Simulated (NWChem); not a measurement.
System: CH3ClO2Si; SMILES C1O[SiH](O1)Cl

Input file for NWChem:

```
start job
memory heap 200 mb stack 900 mb global 1100 mb
geometry units angstroms noautoz
  Cl    -0.280124     1.868347     0.000000
  Si     0.595289     0.008836     0.000000
  O     -0.025461    -1.079335    -1.113303
  C     -0.496700    -1.869674     0.000000
  O     -0.025461    -1.079335     1.113303
  H      2.051965     0.229071     0.000000
  H     -0.028955    -2.858662     0.000000
  H     -1.589024    -1.937753     0.000000
end
basis spherical
  * library def2-tzvp
end
dft
  xc m06-2x
  iterations 150
  semidirect filesize 400000000
  mulliken
end
task dft energy
```

All runs use the structure optimised with B3LYP/6-31G* (spherical d).

What results follow from this input? (M06-2X/def2-TZVP.) Quantities: energy (Ha); highest occupied level (eV); orbital gap (eV); dipole (D).


- energy (Ha): -940.16
- highest occupied level (eV): -10.13
- orbital gap (eV): 10.56
- dipole (D): 1.01
